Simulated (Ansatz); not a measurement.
Born–Oppenheimer molecular dynamics of C$_{2}$H$_{5}$ClSSi (10 atoms, charge 0, multiplicity 1). It starts from a relaxed structure.

The calculation used RHF/6-31G* in Ansatz 0.2.0.

| Property | Result |
| --- | --- |
| ensemble | NVT, Nosé–Hoover chain |
| time step | 0.5 fs |
| steps asked | 300 |
| set temperature | 400 K |
| thermostat | time constant 100 fs, chain length 3 (defaults) |
| seed | 323982 |

First frame:

```xyz
10
Properties=species:S:1:pos:R:3
Si -1.403 -0.968 -0.104
C 0.302 -0.174 -0.123
Cl 1.591 -1.182 -0.765
C 0.541 1.055 0.312
S 2.023 1.992 0.393
H -2.341 0.022 0.456
H -1.805 -1.330 -1.474
H -1.386 -2.180 0.732
H -0.293 1.618 0.692
H 2.854 1.097 -0.117
```

Question: How far do the bonds stretch over the last three quarters of this one trajectory? (Pairs bonded in most of those frames.)

Answer: 
```csv
bond,mean (Å),spread (Å),shortest,longest
Si1–C2,1.897,0.039,1.81,1.96
Si1–H6,1.478,0.033,1.43,1.53
Si1–H7,1.475,0.010,1.46,1.49
Si1–H8,1.476,0.040,1.41,1.54
C2–Cl3,1.766,0.028,1.72,1.82
C2–C4,1.326,0.008,1.31,1.34
C4–S5,1.764,0.028,1.73,1.82
C4–H9,1.078,0.026,1.04,1.12
S5–H10,1.324,0.010,1.31,1.34
```

Mean temperature of the second half: 264 K. The conserved energy stayed within 0.17 meV per atom of its start (net change 0.16 meV per atom), so the integration is sound. The mean temperature of the second half is 34 % below the set value. A run of 0.15 ps of so small a system gives no equilibrium averages.

The run took 12 min on 1 thread of Arm Neoverse V1, on a shared host, peak memory 0.19 GiB.
